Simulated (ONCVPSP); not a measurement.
**Reading a pseudo-wave (aluminium)**

Columns: radius, all-electron u(r) and pseudo u(r) of the 3s shell (level -23.65 eV) of aluminium in the configuration [Ne] 3s1; Wu-Cohen, scalar-relativistic, ONCV scheme, ONCVPSP 4.0.1.

| r (bohr) | all-electron | pseudo |
| --- | --- | --- |
| 0.105 | 0.1321 | 0.0316 |
| 0.210 | -0.1189 | 0.0638 |
| 0.315 | -0.2982 | 0.0975 |
| 0.420 | -0.3504 | 0.1336 |
| 0.525 | -0.3059 | 0.1732 |
| 0.630 | -0.2040 | 0.2170 |
| 0.735 | -0.0741 | 0.2650 |
| 0.840 | 0.0637 | 0.3165 |
| 0.945 | 0.1970 | 0.3703 |
| 1.050 | 0.3187 | 0.4245 |
| 1.155 | 0.4250 | 0.4778 |
| 1.260 | 0.5144 | 0.5290 |
| 1.365 | 0.5872 | 0.5775 |
| 1.470 | 0.6441 | 0.6225 |
| 1.575 | 0.6866 | 0.6629 |
| 1.680 | 0.7161 | 0.6970 |
| 1.785 | 0.7341 | 0.7224 |
| 1.890 | 0.7417 | 0.7369 |
| 1.995 | 0.7403 | 0.7394 |
| 2.100 | 0.7311 | 0.7311 |
| 2.205 | 0.7153 | 0.7153 |
| 2.310 | 0.6942 | 0.6942 |
| 2.415 | 0.6687 | 0.6687 |
| 2.520 | 0.6398 | 0.6398 |
| 2.625 | 0.6086 | 0.6086 |
| 2.730 | 0.5759 | 0.5759 |

Problem. How many radial nodes do the two functions have?

Solution. The all-electron 3s function has n − l − 1 = 2; the pseudo-wave has 0, since the states of the same l below it are removed with the core.

Problem. At about which radius was the pseudo-wave matched?

Solution. 2.10 bohr, where the columns begin to agree (steps of 0.10 bohr).

Problem. Where does each function peak?

Solution. Outermost all-electron maximum near 1.89 bohr, pseudo maximum near 2.00 bohr (to the table’s step).

Problem. Is the pseudo-wave norm-conserving?

Solution. Yes: the ONCV scheme keeps the norm inside the radius equal to the all-electron one, which fixes the energy derivative of the logarithmic derivative at the level.
